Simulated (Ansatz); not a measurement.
The same path of CH$_{6}$N$_{2}$OSi (11 atoms, charge 0, multiplicity 1) was run 3 times with different band settings. The coordinate that changes most is the dihedral C2–N4–Si5–H9.

Computed with RKS CAM-B3LYP/6-31G (Ansatz).

Relaxed end points:

```xyz
11
Properties=species:S:1:pos:R:3
N -0.853 0.204 1.441
C 0.009 -0.619 0.778
O 0.305 -1.708 1.572
N 0.522 -0.507 -0.382
Si 0.400 0.693 -1.666
H -1.182 1.054 1.019
H -1.160 -0.046 2.364
H 0.921 -2.283 1.080
H -0.510 1.855 -1.318
H 1.756 1.250 -1.963
H -0.142 0.050 -2.904
```

```xyz
11
Properties=species:S:1:pos:R:3
N -1.286 -0.905 0.612
C 0.024 -0.581 0.807
O 0.493 -1.227 1.931
N 0.790 0.180 0.132
Si 0.580 1.155 -1.320
H -1.801 -0.527 -0.163
H -1.739 -1.530 1.254
H 1.430 -0.982 2.052
H 0.859 2.590 -1.006
H 1.534 0.695 -2.376
H -0.818 1.075 -1.900
```

Common settings: spring 5.0 eV/Å²; optimiser quadratic models (default); force threshold 0.05 eV/Å; iteration limit 60; end points relaxed.

| run | movable images | climbing image | start path |
| --- | --- | --- | --- |
| 1 | 5 | yes | IDPP |
| 2 | 2 | no | IDPP |
| 3 | 5 | yes | straight line |

Task: What does each run give, and how far can it be trusted?

Result: Run 1: converged after 5 iterations, highest image 0.030 eV above the first end. A vibrational analysis at the climbing image gives one clearly imaginary mode, 95i cm⁻¹: a first-order saddle point.
Run 2: converged after 4 iterations, highest image 0.021 eV above the first end. No image climbed, so the highest image needn't sit at the top of the path. So few images can step over the top or miss a turn of the path.
Run 3: converged after 7 iterations, highest image 0.030 eV above the first end. Another band between the same ends (5 images) ends at a top of the same energy, where a vibrational analysis finds 1 clearly imaginary mode.
Limits of this set-up: no polarisation functions.
